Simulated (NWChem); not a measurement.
System: Si2H3Cl, singlet; SMILES [SiH3][Si]Cl

```xyz
6

Si     0.8215     0.2918    -0.6131
Cl    -0.3461     1.3706     0.7680
Si    -0.2821    -1.8105    -0.1281
H     -0.1066    -2.1292     1.3263
H      0.2517    -2.9549    -0.9341
H     -1.7476    -1.6705    -0.4110
```
Atoms are numbered in this order, from 1.

Program: NWChem. Low-valent species are run as closed-shell singlets; no triplet was tried in these runs. The geometry was optimised at PBE0/def2-SVP. Level: PBE0/def2-SVP with SMD (1 M gas to 1 M solution), gas-phase geometry. Reactions with the solvent are ignored.

For solvent water:

* **solvation free energy (kcal/mol)**: 0.2
* **cavity-dispersion-structure term (kcal/mol)**: 2.0
* **dipole in solution (D)**: 1.16

How do the values read with solvent n-hexane instead?


* **solvation free energy (kcal/mol)**: -2.6
* **cavity-dispersion-structure term (kcal/mol)**: -1.8
* **dipole in solution (D)**: 0.95
